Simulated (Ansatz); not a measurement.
## Ligand exchange: Sc(CH3)3 + GaH2(NH2) → Sc(CH3)2(NH2) + GaH2(CH3)

Gas-phase species: Sc(CH3)3, singlet; GaH2(NH2), singlet; Sc(CH3)2(NH2), singlet; GaH2(CH3), singlet. The partners trade CH3 for NH2: Sc–CH3 and Ga–NH2 bonds give way to Sc–NH2 and Ga–CH3.

Shapes, held fixed at every level: PBE0-D4/def2-TZVP. Flexible molecules stand in one conformer, not always the lowest. Programs: Ansatz 0.2.0. Electronic energies: no zero-point or thermal term.

Estimate ΔE of this reaction.

The highest level, CCSD(T)/def2-TZVPP, gives ΔE = -66.2 kJ/mol; the levels span -66.5 to -59.8. The column of differences is taken from that level and isn't an error. No measured value is set beside it here. Relativity is left out for Ga. Outer-core shells of Ga, Sc are correlated, in sets that cover them unevenly. CCSD(T)/def2-TZVPP lies outside the range of the other correlated levels here, so it shouldn't be taken on trust.

| level | kind | ΔE (kJ/mol) | less CCSD(T)/def2-TZVPP |
| --- | --- | --- | --- |
| HF/def2-SVP | Hartree–Fock | -66.5 | -0.3 |
| SPW92/def2-TZVPP | LDA | -59.8 | +6.4 |
| r2SCAN-D4/def2-TZVPP | meta-GGA | -61.1 | +5.1 |
| r2SCAN0-D4/def2-TZVPP | global hybrid | -61.9 | +4.3 |
| wB97X-V/def2-TZVPP | range-separated hybrid | -63.1 | +3.1 |
| CCSD(T)/def2-SVP | coupled cluster or CI | -62.3 | +3.9 |
| CCSD/def2-SVP | coupled cluster or CI | -62.5 | +3.7 |
| CCSD(T)/def2-TZVPP | coupled cluster or CI | -66.2 | 0.0 |
